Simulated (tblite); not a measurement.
C₄H₇BO₂.
Bonds: C1–C2, C2–C3 (triple), C3–C4, C4–B5, B5–O6, B5–O7. Hydrogens: H8, H9, H10 on C1; H11, H12 on C4; H13 on O6; H14 on O7.

Computed with GFN2-xTB (tblite), gas phase: Langevin dynamics at 600 K from the optimised GFN2-xTB geometry, time step 0.5 fs, friction 0.01 fs⁻¹, 2000 steps. The instantaneous temperature is 2·E(kin)/(3Nk) with all 3N coordinates.

```
t (fs)  T (K)  E(pot) above start (eV)  C1–C2 (Å)  C2≡C3 (Å)  C3–C4 (Å)  C4–B5 (Å)  B5–O6 (Å)  C1–H8 (Å)  C3–C4–B5–O6 (°)
     0    465                    0.000      1.449      1.199      1.449      1.610      1.358      1.090                2
    25    296                    0.471      1.442      1.220      1.408      1.627      1.365      1.082                4
    50    350                    0.567      1.486      1.214      1.416      1.651      1.343      1.058                1
    75    336                    0.491      1.443      1.188      1.445      1.669      1.322      1.095                6
   100    484                    0.600      1.472      1.227      1.474      1.630      1.381      1.168               11
   125    529                    0.509      1.449      1.209      1.441      1.579      1.396      1.165                4
   150    446                    0.924      1.399      1.229      1.475      1.621      1.469      1.041              -14
   175    559                    0.832      1.424      1.228      1.519      1.507      1.433      1.000               -3
   200    695                    0.909      1.446      1.192      1.488      1.626      1.430      1.082               -1
   225    570                    0.777      1.480      1.162      1.466      1.637      1.373      1.165              -25
   250    552                    0.615      1.463      1.203      1.450      1.625      1.379      1.127               -6
   275    546                    0.596      1.448      1.235      1.411      1.673      1.397      1.090              -22
   300    374                    0.796      1.469      1.209      1.425      1.607      1.358      1.072              -15
   325    453                    0.707      1.443      1.194      1.490      1.603      1.387      1.066              -20
   350    476                    0.509      1.429      1.180      1.460      1.614      1.395      1.122              -42
   375    508                    0.685      1.460      1.225      1.459      1.555      1.368      1.099              -48
   400    556                    0.866      1.463      1.208      1.429      1.691      1.398      1.082              -64
   425    477                    0.869      1.549      1.203      1.427      1.591      1.319      1.117              -54
   450    602                    0.774      1.522      1.196      1.416      1.555      1.349      1.113              -46
   475    518                    0.779      1.402      1.206      1.495      1.655      1.379      1.055              -48
   500    448                    0.948      1.403      1.204      1.514      1.619      1.334      1.089              -63
   525    574                    0.823      1.370      1.203      1.491      1.695      1.292      1.113              -55
   550    502                    0.765      1.439      1.203      1.456      1.672      1.325      1.107              -68
   575    628                    0.793      1.442      1.183      1.406      1.596      1.333      1.101              -42
   600    776                    0.774      1.518      1.215      1.440      1.646      1.374      1.110              -46
   625    380                    1.148      1.514      1.222      1.389      1.610      1.392      1.120              -77
   650    548                    0.631      1.488      1.213      1.488      1.607      1.375      1.053              -69
   675    405                    0.847      1.470      1.172      1.518      1.563      1.377      1.044              -55
   700    527                    0.847      1.439      1.190      1.508      1.580      1.474      1.115              -55
   725    641                    1.043      1.376      1.221      1.441      1.563      1.349      1.161              -41
   750    624                    1.188      1.492      1.237      1.544      1.635      1.348      1.127              -59
   775    725                    0.832      1.433      1.188      1.460      1.555      1.389      1.067              -51
   800    832                    1.158      1.481      1.169      1.431      1.708      1.389      1.071              -64
   825    500                    1.230      1.475      1.231      1.447      1.556      1.271      1.134              -36
   850    731                    0.861      1.431      1.240      1.447      1.724      1.321      1.122              -57
   875    509                    1.083      1.439      1.175      1.448      1.632      1.292      1.084              -75
   900    476                    1.165      1.451      1.189      1.521      1.593      1.359      1.067              -56
   925    368                    1.085      1.366      1.233      1.446      1.572      1.374      1.074              -59
   950    645                    0.822      1.447      1.234      1.441      1.627      1.396      1.100              -61
   975    580                    0.698      1.471      1.202      1.453      1.571      1.346      1.103              -56
  1000    591                    0.739      1.438      1.174      1.449      1.645      1.373      1.090              -49
```

Question: From 500 fs on, how do temperature and potential energy compare with equipartition?

Answer: The mean temperature of these 21 frames is 572 K against the target 600 K, and the mean potential energy 0.93 eV against 36 × kT/2 = 0.93 eV for 36 classical harmonic modes. For 14 atoms in a canonical ensemble the temperature itself scatters by T·√(2/(3N)) = 131 K; here its standard deviation is 124 K. The whole run lasts only 10 friction times of 100 fs, so these averages carry a wide statistical error.

Question: What are the kinetic and total energies of the listed frame with the highest potential energy?

Answer: The one at 825 fs, 1.230 eV above the start. Its kinetic energy is 3NkT/2 = 0.905 eV at 500 K, so the sum is 2.13 eV; over the listed frames the sum runs from 0.84 to 2.66 eV, since the thermostat adds and removes energy.

Question: How much do the listed bonds fluctuate from 500 fs on?

Answer: 
```csv
bond,at the start (Å),mean (Å),standard deviation (Å)
C1–C2,1.449,1.447,0.042
C2≡C3,1.199,1.205,0.023
C3–C4,1.449,1.464,0.039
C4–B5,1.610,1.618,0.049
B5–O6,1.358,1.356,0.043
C1–H8,1.090,1.098,0.028
```

The motion is classical and holds no zero-point motion.

The cost below is that of the whole dynamics run. Hardware: one thread of an AMD EPYC 7B13, shared host. Cost: 10 s, 0.18 GiB resident at most.
